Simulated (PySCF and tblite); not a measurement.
The numbers below are computed, except where a source is named.
**Rotation: stationary points, barriers and rates**

System: C₇H₅NO, numbered as in [CH:1]#[C:2][C:3]([C:4]#[CH:5])=[CH:6][NH:7][CH:8]=[O:9].

Motion: rotation about the C6–N7 bond (torsion C3–C6–N7–C8 from 180° to 323°, rising). Level: PBE0/pcSseg-1 + D3(BJ) on GFN2-xTB stationary points, with GFN2-xTB thermal terms. Rate constants are transition-state-theory values, counting equivalent paths, without tunnelling. Programs: tblite and PySCF.

```
 point  symmetry  E(GFN2) kcal/mol  E(DFT) kcal/mol  ZPE change kcal/mol  lowest mode cm⁻¹  dipole D
 start        Cs               0.0              0.0                 0.00                72      3.05
saddle        C1               9.6             12.6                -0.77              119i      3.71
   end        C1               6.1              9.8                -0.08                58      3.89
```

* Electronic barrier: 12.7 kcal/mol
* Barrier with zero-point energy: 11.9 kcal/mol
* ΔH‡ (298 K): 11.6 kcal/mol
* ΔS‡ (298 K, symmetry apart): -2.0 cal/(mol K)
* Paths: 2 equivalent paths
* End point: a different minimum
* Mean lifetime of the start against this motion at 298 K: 74 µs
* Cost: 63 s on 1 thread of Arm Neoverse V2 (shared host) (rough), peak memory 0.82 GiB, launched as `OMP_NUM_THREADS=1 python ens_run.py task.json out`

```tsv
T/K	ΔG‡ kcal/mol	k s⁻¹	ΔG kcal/mol	k back s⁻¹
150	12.0	1.9×10⁻⁵	9.8	2.1×10⁹
200	12.1	0.52	9.9	1.6×10¹⁰
250	12.2	248	9.9	5.5×10¹⁰
298	12.2	1.4×10⁴	9.9	1.2×10¹¹
350	12.3	3×10⁵	9.9	2.3×10¹¹
400	12.4	2.8×10⁶	9.9	3.7×10¹¹
500	12.6	6.3×10⁷	10.0	7.1×10¹¹
```

ΔG and ΔG‡ leave out symmetry numbers and mirror images; rates count paths: 2 out, 1 back.
